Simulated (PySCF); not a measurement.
# Computed vibrations of Eu(CH3)2

Eu(CH3)2 (singlet in the valence; each metal's 4f electrons, 7 of them, lie in its core potential, out of spins and levels). PySCF 2.14.0, RKS PBE0, Eu lcecp-0-SVP with ECP53, C def2-SVP, H def2-SVP; non-relativistic Hamiltonian with scalar-relativistic core potentials where named; density fitting; no spin-orbit coupling. Central differences of gradients.

```xyz
9

Eu    0.0000    0.0000   -0.2539
C     2.0597    0.0000    1.2352
H     3.0522    0.0000    0.7410
H     2.0516    0.8815    1.9082
H     2.0516   -0.8815    1.9082
C    -2.0597    0.0000    1.2352
H    -3.0522    0.0000    0.7410
H    -2.0516   -0.8815    1.9082
H    -2.0516    0.8815    1.9082
```

Run from Python with OMP_NUM_THREADS=2. Where DIIS fails, smearing, a level shift and second-order steps follow.
It took 51 s on 2 threads of Arm Neoverse V2, on a shared host.

**Question.** What are the harmonic wavenumbers and infrared intensities?

**Answer.** Modes are labelled in C2v; negative numbers are unstable modes, those under 60 cm⁻¹ near the noise; a finer grid moves soft modes by up to 10 cm⁻¹.
| cm⁻¹ | km/mol | symmetry |
| --- | --- | --- |
| 32 | 0.0 | a2 |
| 35 | 2.2 | b2 |
| 76 | 2.3 | a1 |
| 319 | 0.2 | b1 |
| 343 | 0.0 | a2 |
| 358 | 14.0 | a1 |
| 365 | 136.8 | b2 |
| 366 | 146.3 | b1 |
| 415 | 41.0 | a1 |
| 1091 | 4.2 | b1 |
| 1095 | 4.2 | a1 |
| 1409 | 0.0 | a2 |
| 1412 | 0.2 | b1 |
| 1414 | 0.0 | b2 |
| 1415 | 0.7 | a1 |
| 2981 | 58.3 | b1 |
| 2984 | 32.6 | a1 |
| 3074 | 0.0 | a2 |
| 3075 | 70.5 | b2 |
| 3077 | 30.4 | b1 |
| 3078 | 43.3 | a1 |

**Question.** Is this a minimum?

**Answer.** Yes, within the noise of the softest modes. Ideal gas at 298.15 K and 1 bar: S = 386.6 J/(mol K), Cp = 101.1 J/(mol K), H − H(0 K) = 22.3 kJ/mol (rigid rotor, harmonic modes, spin degeneracy alone, that of the 4f electrons in the core included; the modes under 60 cm⁻¹ make these uncertain).

An lcecp potential fixes the number of 4f electrons, so in runs with it no electron can move into or out of that shell.
